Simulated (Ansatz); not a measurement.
C2H6F3MoNO, SMILES `C[N]=[Mo]([F])([F])([F])[O]C`, relaxed with RKS PBE-D4/def2-SVP in the Gaussian-basis code of Ansatz from a rough embedded geometry. The force threshold is 0.03 eV/Å; the program also tests the step.

Charge 0, multiplicity 1. Mo takes the def2 core potential.

Start:

```xyz
14

C     0.189   -2.156    0.611
N     1.236   -1.113    0.412
Mo    1.788    0.646   -0.079
F     1.334   -0.357   -1.782
F     1.061    2.182   -1.380
F     1.063    2.639    0.123
O    -0.223    0.665   -0.533
C    -1.419    1.123    0.046
H    -0.439   -1.832    1.387
H    -0.294   -2.257   -0.344
H     0.762   -3.105    0.887
H    -2.090    0.217    0.016
H    -1.200    1.406    1.163
H    -1.767    1.942   -0.527
```

Problem. How much energy does the relaxation release, and in how many steps? (Best estimate.)

Solution. Ansatz gave: 1160.57 kJ/mol, in 57 steps, 2 of them rejected.

Problem. Which bonds change most? (Best estimate.)

Solution. Ansatz gave: Mo3–F5 from 2.140 to 1.885 Å; Mo3–F6 from 2.131 to 1.877 Å; N2–Mo3 from 1.907 to 1.708 Å; Mo3–O7 from 2.061 to 1.871 Å.

Problem. Give the relaxed structure. (An estimate is asked.)

Solution. The calculation gave: 
```xyz
14

C     0.786   -2.119    0.845
N     0.892   -0.856    0.215
Mo    0.972    0.658   -0.571
F    -0.062    0.268   -2.117
F     2.437    0.557   -1.754
F     2.066    1.700    0.544
O    -0.536    1.616   -0.017
C    -1.927    1.431   -0.040
H    -0.228   -2.551    0.695
H     1.535   -2.824    0.422
H     0.972   -2.027    1.939
H    -2.229    1.054   -1.044
H    -2.243    0.694    0.732
H    -2.435    2.399    0.152
```
